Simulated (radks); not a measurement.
Excited configurations of Se I: one electron is placed in a higher orbital outside [Ar] 3d10 4s2 4p3. The ground configuration is [Ar] 3d10 4s2 4p4. All-electron calculation, Dirac Kohn-Sham, PBE, spin-unpolarised, spherical densities, finite nucleus; open shells fill j = l - 1/2 first; Fermi nuclear charge, rms radius 4.14 fm. Program: a radial shooting solver on a logarithmic mesh with Libxc functionals. Excitation = E - E(ground); binding = E(ion) - E, where the ion is the core of charge +1; n* = 1/sqrt(2 binding) in atomic units, and the quantum defect is n - n*.

| outer orbital | excitation (eV) | binding (eV) | n* | quantum defect | eigenvalue (eV) | <r> (bohr) |
|---|---|---|---|---|---|---|
| 4d3/2 | 8.786 | 1.871 | 2.696 | 1.304 | -0.650 | 8.146 |
| 5s1/2 | 6.997 | 3.660 | 1.928 | 3.072 | -2.010 | 5.922 |
| 5d3/2 | 9.446 | 1.211 | 3.352 | 1.648 | -0.642 | 15.21 |
| 5f5/2 | 10.029 | 0.629 | 4.653 | 0.347 | -0.366 | 29.40 |
| 6s1/2 | 8.930 | 1.727 | 2.807 | 3.193 | -1.044 | 12.62 |
| 6f5/2 | 10.203 | 0.454 | 5.474 | 0.526 | -0.286 | 44.06 |
| 7d3/2 | 10.118 | 0.539 | 5.026 | 1.974 | -0.347 | 39.21 |

The Delta-SCF ionisation energy is 10.657 eV (NIST Atomic Spectra Database: 9.752 eV, measured). Self-interaction in the functional shifts the binding energies and quantum defects, so they are the method's values and not measured ones. Spin polarisation and multiplet splitting are left out, so open shells lie too high by an amount that depends on their filling.

Beside tabulated values, note that spin-unpolarised runs miss the spin-polarisation part of the exchange energy of open shells.
